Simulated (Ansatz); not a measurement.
Ideal-gas functions of ClFH4OSiSn (`[F][SnH]([Cl])[O][SiH3]`) at 500 K and 1 bar, from an Ansatz frequency run at PBE0-D4/def2-TZVP.

Molar mass 221.28 g/mol, point group C1 (symmetry number 1), electronic degeneracy 1, moments of inertia 223.922, 419.693, 531.166 u Å². Harmonic wavenumbers (cm⁻¹, unscaled): 19, 38, 74, 139, 166, 194, 390, 483, 537, 545, 640, 717, 736, 951, 958, 975, 1005, 2029, 2221, 2233, 2235.

Use S(trans) = R[1.5 ln M + 2.5 ln T − 1.1517]; rotational temperatures θ = 24.2544 K / I; S(rot) = R[ln(√π/σ · √(T³/θAθBθC)) + 1.5]; for each mode x = 1.438777 ν̃/T, S = R[x/(eˣ − 1) − ln(1 − e⁻ˣ)] and H = RT x/(eˣ − 1); 1 cm⁻¹ = 0.0119627 kJ/mol; R = 8.31446 J/(mol·K).

Question: By hand: the entropy, in J/(mol·K).

Answer: Translation 186.9. Rotation: θ = 0.1083, 0.0578, 0.0457 K, giving 128.7. Vibration, mode by mode: 32.48, 26.72, 21.19, 15.99, 14.54, 13.27, 7.78, 6.22, 5.48, 5.38, 4.32, 3.63, 3.47, 2.13, 2.10, 2.02, 1.89, 0.17, 0.10, 0.10, 0.10, in all 169.1. Electronic 0.0. Sum 484.7 J/(mol·K).

Question: By hand: H − E and G − E in kJ/mol, counted from the electronic energy.

Answer: Zero-point energy ½ × 17285 × 0.0119627 = 103.4; thermal vibration 36.2; translation, rotation and pV give 4 RT = 16.6. H − E = 156.2 kJ/mol, and G − E = 156.2 − 500 × 484.7/1000 = -86.1 kJ/mol.

Vibration gives 35 % of the entropy, 96.4 J/(mol·K) of it from the modes under 150 cm⁻¹: soft modes count most, and the harmonic formula is weakest for them. The sum counts one conformer and one mirror image; others add a mixing term.
